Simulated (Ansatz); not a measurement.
C2H6FNSi (`C[SiH](F)C=N`), relaxed with RKS PBE0-D4/def2-TZVP in the Gaussian-basis code of Ansatz from a PBE-D4/def2-SVP geometry. The force threshold is 0.005 eV/Å; the program also tests the step.

Charge 0, multiplicity 1.

Start:

```xyz
11

C    -0.482    0.172   -1.612
Si   -0.632   -0.145    0.227
F    -0.588   -1.770    0.519
C     0.868    0.506    1.198
N     1.664   -0.243    1.876
H    -0.466    1.263   -1.811
H    -1.336   -0.265   -2.168
H     0.457   -0.265   -2.010
H    -1.928    0.380    0.780
H     1.103    1.598    1.185
H     1.340   -1.231    1.816
```

Problem. By how much does the energy fall, and how many steps does the optimiser take? (Best estimate.)

Solution. The calculation gave: 7.65 kJ/mol, in 7 steps, 1 of them rejected.

Problem. Which bonds change most? (Best estimate.)

Solution. The calculation gave: Si2–F3 from 1.652 to 1.606 Å; C1–Si2 from 1.872 to 1.853 Å; C4–H10 from 1.117 to 1.098 Å; N5–H11 from 1.042 to 1.024 Å.

Problem. Give the relaxed structure. (Estimate.)

Solution. Computed: 
```xyz
11

C    -0.476    0.168   -1.599
Si   -0.623   -0.161    0.219
F    -0.619   -1.745    0.485
C     0.854    0.494    1.187
N     1.649   -0.227    1.867
H    -0.456    1.245   -1.787
H    -1.326   -0.252   -2.141
H     0.441   -0.266   -2.002
H    -1.890    0.385    0.769
H     1.074    1.570    1.175
H     1.373   -1.212    1.828
```
